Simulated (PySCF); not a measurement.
C2H4N, SMILES CC#[NH+], charge +1. Atoms are numbered in the order given.

```xyz
7

C      0.0000     0.0000    -1.2658
C      0.0000     0.0000     0.1678
N      0.0000     0.0000     1.3058
H     -0.8952     0.5168    -1.6225
H      0.0000    -1.0337    -1.6225
H      0.8952     0.5168    -1.6225
H      0.0000     0.0000     2.3152
```
Charge +1, spin multiplicity 1.

Geometry optimised at B3LYP-D3(BJ)/def2-TZVP. The isomer is the one that the SMILES or the coordinates give; other isomers of the formula were not compared.

Two levels are set side by side: PBE/pcJ-1 (PySCF) and PBE0/pcJ-1 (PySCF). One-bond couplings, all four terms, same geometry. Isotopes: 13C, 14N, 1H. Differences are taken from unrounded values.

```csv
quantity,PBE0
"¹J(C1,C2) (Hz)",62.4
"¹J(C2,N3) (Hz)",55.2
"¹J(C1,H4) (Hz)",143.7
"¹J(C1,H5) (Hz)",143.7
"¹J(C1,H6) (Hz)",143.7
"¹J(N3,H7) (Hz)",110.7
```

### Question
What does PBE give, and how far is it from PBE0? (The exact figures need the calculation; the answer reports its results.)

### Answer

| quantity | PBE | PBE minus PBE0 |
|---|---|---|
| ¹J(C1,C2) (Hz) | 58.9 | -3.6 |
| ¹J(C2,N3) (Hz) | 52.4 | -2.8 |
| ¹J(C1,H4) (Hz) | 140.0 | -3.7 |
| ¹J(C1,H5) (Hz) | 140.0 | -3.7 |
| ¹J(C1,H6) (Hz) | 140.0 | -3.7 |
| ¹J(N3,H7) (Hz) | 108.6 | -2.1 |

Rough cost on one machine, each run with all the roots and properties that it gave: PBE0 against PBE within a factor of 2.
